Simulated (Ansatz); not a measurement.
Program: Ansatz. Geometries: PBE0-D4/def2-TZVP. ΔE: electronic, gas phase. CCSD(T)/CBS adds triple-zeta CCSD(T) − MP2 to the extrapolated MP2 energy (def2 sets, frozen cores). Functionals use def2-TZVPP. Elements past krypton have def2 core potentials. For Br, In outer-core shells are correlated without core-valence functions, which leaves a few kJ/mol of doubt a bond. Scalar relativity is left out up to krypton. Each species was taken in one conformer, which may not be the lowest.

Consider the redistribution: `BBBr` + `[CH3][In]([NH2])[OH]` → `BBC` + `[NH2][In]([OH])[Br]`.

(1) Is it downhill or uphill in electronic energy at CCSD(T)/CBS, and by how much? (An estimate is asked.)

(2) What do these levels give: B97M-V, B2PLYP, BLYP, PBE0, SCS-MP2/def2-QZVPP, HF/CBS(def2)? (Estimate.)

Largest T1 diagnostic among the species: 0.015.

Results:

(1) The calculation gave: Downhill: ΔE = -61.2 kJ/mol.

(2) Ansatz gave: B97M-V -79.8, B2PLYP -66.4, BLYP -66.9, PBE0 -70.5, SCS-MP2/def2-QZVPP -60.2, HF/CBS(def2) -89.7 kJ/mol.

In def2-TZVPP, CCSD(T) changes the Hartree–Fock value by +31.8 kJ/mol (the triples alone add +3.7 kJ/mol) and MP2 by +35.3 kJ/mol. From PBE to PBE0 (25 % exact exchange), in def2-TZVPP and without D4, ΔE moves by −5.3 kJ/mol.
